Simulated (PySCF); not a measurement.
C2H6BFN2, SMILES C(F)(=C)B(N)N. Atoms are numbered in the order given.

```xyz
12

C      1.8772     0.6160    -0.0481
C      0.7887    -0.1319     0.1373
F      0.9551    -1.3727     0.6518
B     -0.7271     0.2219    -0.1656
N     -1.6678    -0.7872     0.1215
N     -1.0721     1.4858    -0.6933
H      1.7908     1.6218    -0.4616
H      2.8735     0.2452     0.2054
H     -1.3653    -1.6741     0.4983
H     -2.6641    -0.7073    -0.0180
H     -2.0202     1.7607    -0.9049
H     -0.3920     2.2039    -0.8902
```

Geometry optimised at PBE0-D3(BJ)/def2-SVP. This is a generated structure with no PubChem entry under its InChIKey; it may be hypothetical. Other conformers were not sampled.

Level of theory: PBE0-D3(BJ)/def2-SVP in PySCF.

Harmonic, unscaled wavenumbers; measured fundamentals usually lie a few per cent lower.

A small imaginary wavenumber (i) marks a very flat motion, where grid noise or a shallow saddle decides the sign.

Q: List the normal modes with their intensities. (An estimate is asked for; the answer gives what the named calculation found.)

A: 
```json
[
 {"mode": "1", "ν (cm⁻¹)": "30i", "IR (km/mol)": "0.0", "moving atoms (share of kinetic energy)": "N 32 %, F 26 %, H 22 %, C 20 %"},
 {"mode": "2", "ν (cm⁻¹)": "209", "IR (km/mol)": "0.7", "moving atoms (share of kinetic energy)": "N 34 %, H 23 %, F 21 %, C 19 %"},
 {"mode": "3", "ν (cm⁻¹)": "295", "IR (km/mol)": "98.5", "moving atoms (share of kinetic energy)": "H 77 %, N 21 %"},
 {"mode": "4", "ν (cm⁻¹)": "316", "IR (km/mol)": "31.5", "moving atoms (share of kinetic energy)": "H 42 %, C 30 %, B 19 %"},
 {"mode": "5", "ν (cm⁻¹)": "330", "IR (km/mol)": "2.9", "moving atoms (share of kinetic energy)": "N 41 %, H 31 %, F 14 %, C 14 %"},
 {"mode": "6", "ν (cm⁻¹)": "399", "IR (km/mol)": "137.7", "moving atoms (share of kinetic energy)": "H 81 %, N 11 %"},
 {"mode": "7", "ν (cm⁻¹)": "416", "IR (km/mol)": "0.9", "moving atoms (share of kinetic energy)": "H 30 %, N 24 %, F 20 %, C 19 %, B 9 %"},
 {"mode": "8", "ν (cm⁻¹)": "420", "IR (km/mol)": "110.4", "moving atoms (share of kinetic energy)": "H 84 %, N 11 %"},
 {"mode": "9", "ν (cm⁻¹)": "474", "IR (km/mol)": "2.7", "moving atoms (share of kinetic energy)": "F 27 %, H 26 %, N 17 %, C 17 %, B 14 %"},
 {"mode": "10", "ν (cm⁻¹)": "587", "IR (km/mol)": "0.0", "moving atoms (share of kinetic energy)": "H 89 %"},
 {"mode": "11", "ν (cm⁻¹)": "671", "IR (km/mol)": "12.5", "moving atoms (share of kinetic energy)": "B 54 %, C 31 %, H 10 %"},
 {"mode": "12", "ν (cm⁻¹)": "699", "IR (km/mol)": "2.0", "moving atoms (share of kinetic energy)": "C 33 %, H 29 %, N 22 %, F 10 %"},
 {"mode": "13", "ν (cm⁻¹)": "748", "IR (km/mol)": "0.1", "moving atoms (share of kinetic energy)": "H 86 %, C 9 %"},
 {"mode": "14", "ν (cm⁻¹)": "848", "IR (km/mol)": "0.1", "moving atoms (share of kinetic energy)": "H 76 %, N 23 %"},
 {"mode": "15", "ν (cm⁻¹)": "879", "IR (km/mol)": "58.7", "moving atoms (share of kinetic energy)": "H 69 %, C 31 %"},
 {"mode": "16", "ν (cm⁻¹)": "920", "IR (km/mol)": "8.1", "moving atoms (share of kinetic energy)": "H 50 %, N 47 %"},
 {"mode": "17", "ν (cm⁻¹)": "949", "IR (km/mol)": "30.3", "moving atoms (share of kinetic energy)": "H 46 %, C 27 %, F 26 %"},
 {"mode": "18", "ν (cm⁻¹)": "1194", "IR (km/mol)": "112.0", "moving atoms (share of kinetic energy)": "C 40 %, H 22 %, B 19 %, F 10 %, N 9 %"},
 {"mode": "19", "ν (cm⁻¹)": "1355", "IR (km/mol)": "52.1", "moving atoms (share of kinetic energy)": "H 51 %, C 27 %, B 15 %"},
 {"mode": "20", "ν (cm⁻¹)": "1401", "IR (km/mol)": "118.5", "moving atoms (share of kinetic energy)": "H 47 %, B 29 %, C 19 %"},
 {"mode": "21", "ν (cm⁻¹)": "1437", "IR (km/mol)": "45.2", "moving atoms (share of kinetic energy)": "B 49 %, H 44 %"},
 {"mode": "22", "ν (cm⁻¹)": "1588", "IR (km/mol)": "101.4", "moving atoms (share of kinetic energy)": "H 79 %, N 16 %"},
 {"mode": "23", "ν (cm⁻¹)": "1615", "IR (km/mol)": "311.4", "moving atoms (share of kinetic energy)": "H 53 %, N 24 %, B 21 %"},
 {"mode": "24", "ν (cm⁻¹)": "1739", "IR (km/mol)": "17.5", "moving atoms (share of kinetic energy)": "C 89 %, H 8 %"},
 {"mode": "25", "ν (cm⁻¹)": "3183", "IR (km/mol)": "0.2", "moving atoms (share of kinetic energy)": "H 94 %"},
 {"mode": "26", "ν (cm⁻¹)": "3289", "IR (km/mol)": "2.5", "moving atoms (share of kinetic energy)": "H 89 %, C 11 %"},
 {"mode": "27", "ν (cm⁻¹)": "3654", "IR (km/mol)": "59.3", "moving atoms (share of kinetic energy)": "H 96 %"},
 {"mode": "28", "ν (cm⁻¹)": "3662", "IR (km/mol)": "23.5", "moving atoms (share of kinetic energy)": "H 96 %"},
 {"mode": "29", "ν (cm⁻¹)": "3764", "IR (km/mol)": "47.3", "moving atoms (share of kinetic energy)": "H 91 %, N 9 %"},
 {"mode": "30", "ν (cm⁻¹)": "3768", "IR (km/mol)": "20.8", "moving atoms (share of kinetic energy)": "H 91 %, N 9 %"}
]
```
